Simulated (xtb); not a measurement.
Job for xtb: GFN2-xTB on H2O (SMILES O).

```
$ xtb mol.xyz --gfn 2 --sp --chrg 0 --uhf 0
3

O     -0.00000000     0.00000000     0.38961139
H      0.00000000     0.76498632    -0.19485569
H      0.00000000    -0.76498632    -0.19485569
```

Program output:

```
[...]
           -------------------------------------------------
          |                Calculation Setup                |
           -------------------------------------------------



           -------------------------------------------------
          |                 G F N 2 - x T B                 |
           -------------------------------------------------

        Reference                      10.1021/acs.jctc.8b01176
      * Hamiltonian:
        H0-scaling (s, p, d)           1.850000    2.230000    2.230000
        zeta-weighting                 0.500000
      * Dispersion:
        s8                             2.700000
        a1                             0.520000
        a2                             5.000000
        s9                             5.000000
      * Repulsion:
        kExp                           1.500000    1.000000
        rExp                           1.000000
      * Coulomb:
        alpha                          2.000000
        third order                    shell-resolved
        anisotropic                    true
        a3                             3.000000
        a5                             4.000000
        cn-shift                       1.200000
        cn-exp                         4.000000
        max-rad                        5.000000


          ...................................................
          :                      SETUP                      :
          :.................................................:
          :  # basis functions                   6          :
          :  # atomic orbitals                   6          :
          :  # shells                            4          :
          :  # electrons                         8          :
          :  max. iterations                   250          :
          :  Hamiltonian                  GFN2-xTB          :
          :  restarted?                      false          :
          :  GBSA solvation                  false          :
          :  PC potential                    false          :
          :  electronic temp.          300.0000000     K    :
          :  accuracy                    1.0000000          :
          :  -> integral cutoff          0.2500000E+02      :
          :  -> integral neglect         0.1000000E-07      :
          :  -> SCF convergence          0.1000000E-05 Eh   :
          :  -> wf. convergence          0.1000000E-03 e    :
          :  Broyden damping             0.4000000          :
          :  net charge                          0          :
          :  unpaired electrons                  0          :
          ...................................................

 iter      E             dE          RMSdq      gap      omega  full diag
   1     -5.1021717 -0.510217E+01  0.421E+00   14.75       0.0  T
   2     -5.1034750 -0.130337E-02  0.242E+00   14.46       1.0  T
   3     -5.1037101 -0.235064E-03  0.384E-01   14.24       1.0  T
   4     -5.1037710 -0.608971E-04  0.885E-02   14.39       1.0  T
   5     -5.1037738 -0.276093E-05  0.570E-02   14.34       1.0  T
   6     -5.1037757 -0.193311E-05  0.129E-03   14.36      44.8  T
   7     -5.1037757 -0.402420E-09  0.982E-04   14.36      58.8  T
   8     -5.1037757 -0.582977E-09  0.195E-05   14.36    2953.5  T

   *** convergence criteria satisfied after 8 iterations ***

         #    Occupation            Energy/Eh            Energy/eV
      -------------------------------------------------------------
         1        2.0000           -0.6805504             -18.5187
         2        2.0000           -0.5665844             -15.4175
         3        2.0000           -0.5135349             -13.9740
         4        2.0000           -0.4469670             -12.1626 (HOMO)
         5                          0.0808013               2.1987 (LUMO)
         6                          0.2380526               6.4777
      -------------------------------------------------------------
                  HL-Gap            0.5277683 Eh           14.3613 eV
             Fermi-level           -0.1830828 Eh           -4.9819 eV

 SCC (total)                   0 d,  0 h,  0 min,  0.001 sec
 SCC setup                      ...        0 min,  0.000 sec (  6.893%)
 Dispersion                     ...        0 min,  0.000 sec (  1.818%)
 classical contributions        ...        0 min,  0.000 sec (  1.144%)
 integral evaluation            ...        0 min,  0.000 sec (  8.396%)
 iterations                     ...        0 min,  0.001 sec ( 63.053%)
 molecular gradient             ...        0 min,  0.000 sec ( 11.058%)
 printout                       ...        0 min,  0.000 sec (  6.793%)

         :::::::::::::::::::::::::::::::::::::::::::::::::::::
         ::                     SUMMARY                     ::
         :::::::::::::::::::::::::::::::::::::::::::::::::::::
         :: total energy              -5.070450275136 Eh    ::
         :: gradient norm              0.008288796259 Eh/a0 ::
         :: HOMO-LUMO gap             14.361305989711 eV    ::
         ::.................................................::
         :: SCC energy                -5.103775705825 Eh    ::
         :: -> isotropic ES            0.031409183286 Eh    ::
         :: -> anisotropic ES          0.000565916807 Eh    ::
         :: -> anisotropic XC         -0.000794302046 Eh    ::
         :: -> dispersion             -0.000141287509 Eh    ::
         :: repulsion energy           0.033325430690 Eh    ::
         :: add. restraining           0.000000000000 Eh    ::
         :: total charge               0.000000000000 e     ::
         :::::::::::::::::::::::::::::::::::::::::::::::::::::

           -------------------------------------------------
          |                Property Printout                |
           -------------------------------------------------

    * Orbital Energies and Occupations

         #    Occupation            Energy/Eh            Energy/eV
      -------------------------------------------------------------
         1        2.0000           -0.6805504             -18.5187
         2        2.0000           -0.5665844             -15.4175
         3        2.0000           -0.5135349             -13.9740
         4        2.0000           -0.4469670             -12.1626 (HOMO)
         5                          0.0808013               2.1987 (LUMO)
         6                          0.2380526               6.4777
      -------------------------------------------------------------
                  HL-Gap            0.5277683 Eh           14.3613 eV
             Fermi-level           -0.1830828 Eh           -4.9819 eV

     #   Z          covCN         q      C6AA      α(0)
     1   8 O        1.610    -0.563    24.315     6.655
     2   1 H        0.805     0.281     0.780     1.387
     3   1 H        0.805     0.281     0.780     1.387

 Mol. C6AA /au·bohr⁶  :         44.525131
 Mol. C8AA /au·bohr⁸  :        795.341129
 Mol. α(0) /au        :          9.428973


Wiberg/Mayer (AO) data.
largest (>0.10) Wiberg bond orders for each atom

 ---------------------------------------------------------------------------
     #   Z sym  total        # sym  WBO       # sym  WBO       # sym  WBO
 ---------------------------------------------------------------------------
     1   8 O    1.841 --     3 H    0.921     2 H    0.921
     2   1 H    0.921 --     1 O    0.921
     3   1 H    0.921 --     1 O    0.921
 ---------------------------------------------------------------------------

Topologies differ in total number of bonds
Writing topology from bond orders to xtbtopo.mol

molecular dipole:
                 x           y           z       tot (Debye)
 q only:        0.000       0.000      -0.622
   full:        0.000       0.000      -0.889       2.259
Note: The following floating-point exceptions are signalling: IEEE_DENORMAL
normal termination of xtb
molecular quadrupole (traceless):
                xx          xy          yy          xz          yz          zz
 q only:       -0.474       0.000       1.291       0.000      -0.000      -0.817
  q+dip:       -0.547       0.000       1.703      -0.000      -0.000      -1.156
   full:       -0.807       0.000       1.913      -0.000      -0.000      -1.105


           -------------------------------------------------
          | TOTAL ENERGY               -5.070450275136 Eh   |
          | GRADIENT NORM               0.008288796259 Eh/α |
          | HOMO-LUMO GAP              14.361305989711 eV   |
           -------------------------------------------------

------------------------------------------------------------------------
------------------------------------------------------------------------
 total:
 SCF:
```

The run finished.

Cost: roughly 0.04 core-seconds.
